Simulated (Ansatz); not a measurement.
CH₆AsGaO (`[GaH2][CH2]O[AsH2]`). Charge 0, multiplicity 1. The geometry is a stationary point of PBE0-D4/def2-TZVP. It is one conformer, not always the lowest.

```xyz
10

Ga   -0.003    1.954    0.457
C    -0.233    0.434   -0.798
O     0.295   -0.471    0.186
As    0.422   -2.207   -0.306
H     1.397    2.658    0.543
H    -1.158    2.292    1.463
H    -1.266    0.182   -1.061
H     0.376    0.440   -1.707
H    -0.942   -2.657    0.235
H     1.113   -2.626    0.987
```

Question: What is the dipole moment at PBE/def2-TZVPP? (Best estimate.)

Answer: The calculation gave: 1.44 D, with components (-0.39, -0.92, -1.04) D in this frame, pointing from negative to positive charge.

Question: And with r2SCAN, B3LYP, ωB97M-V? (Estimate.)

Answer: The calculation gave: r2SCAN 1.41 D, B3LYP 1.53 D, ωB97M-V 1.52 D.

Question: Give the Mulliken charges with PBE, ωB97M-V, r2SCAN in def2-TZVPP. (An estimate is asked.)

Answer: The calculation gave: 
```
atom    PBE  ωB97M-V  r2SCAN
 Ga1   0.18     0.24    0.28
  C2  -0.18    -0.30   -0.13
  O3  -0.36    -0.42   -0.42
 As4   0.26     0.24    0.30
  H5  -0.05    -0.04   -0.07
  H6  -0.05    -0.04   -0.07
  H7   0.11     0.14    0.09
  H8   0.11     0.14    0.09
  H9  -0.03     0.00   -0.03
 H10  -0.01     0.02   -0.02
```

B3LYP here is the variant with VWN-RPA as its local correlation; programs differ in this.

All numbers were calculated with Ansatz.
